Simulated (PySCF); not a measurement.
The third ionisation energy along group 16

All values are computed (PySCF 2.14, energy differences of UHF-based or UKS calculations, no spin-orbit coupling). Values in eV. The last column holds reference values (NIST; (s) semi-empirical, (t) theoretical, else measured). Unmarked ones compare directly (S terms, centres of terms, or small fine structure); those marked * lie between the lowest fine-structure levels and include a spin-orbit shift.

```json
{"element": "O (aug-cc-pV5Z, non-relativistic)", "configurations": "[He] 2s2 2p2 → [He] 2s2 2p1", "UHF": "54.612", "LDA": "55.423", "PBE": "55.274", "PBE0": "55.307", "r2SCAN": "55.602", "SCS-MP2 (valence)": "54.911", "reference": "54.936 (s) *"}
{"element": "S (aug-cc-pV(5+d)Z, non-relativistic)", "configurations": "[Ne] 3s2 3p2 → [Ne] 3s2 3p1", "UHF": "34.158", "LDA": "34.876", "PBE": "34.833", "PBE0": "34.875", "r2SCAN": "35.027", "SCS-MP2 (valence)": "34.606", "reference": "34.86 ± 0.04 (s) *"}
{"element": "Te (aug-cc-pV5Z-PP with ECP28MDF, ECP)", "configurations": "[Kr] 4d10 5s2 5p2 → [Kr] 4d10 5s2 5p1", "UHF": "26.970", "LDA": "27.710", "PBE": "27.494", "PBE0": "27.562", "r2SCAN": "27.709", "SCS-MP2 (valence)": "27.297", "reference": "27.84 ± 0.04 *"}
```

"Valence" correlates the outer s and p shells and, in groups 3 to 12 and the f block, the outer d or f shell, open or full, or the next shell where the ion has no valence electron left; the wider scheme adds the next inner shell.
